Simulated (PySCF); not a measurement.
An isoelectronic set: 96 electrons

PBE0 in PySCF with def2-SVPD on every atom (core potentials on Tl, Pb, Bi), for the lowest determinant that a PBE0 search found; no spin–orbit coupling. All have 96 electrons, 8 of them in the valence shells, and the same state, a triplet (π ↑↑). For ions De leads to the atom and ion picked by measured ionisation energies and electron affinities.

```tsv
species	difference of nuclear charges	Re (Å)	ωe (cm⁻¹)	k (mdyn/Å)	De (eV)	dissociates to
TlSi⁻	67	2.659	263	1.00	n/a	Tl + Si⁻
TlP	66	2.736	237	0.890	1.90	Tl + P
SiPb	68	2.591	325	1.53	2.59	Si + Pb
AlBi	70	2.827	239	0.806	1.75	Al + Bi
TlS⁺	65	3.198	119	0.231	n/a	Tl⁺ + S
SiBi⁺	69	2.613	326	1.55	n/a	Si + Bi⁺
```

These are scalar-relativistic numbers at best; spin–orbit coupling would shift them, the dissociation energy most. The highest Kohn–Sham level is positive in this anion. Much of that is self-interaction error, but it also means that the finite basis helps to hold the extra electron. States were picked by a PBE0 search and need not be the measured ground states.
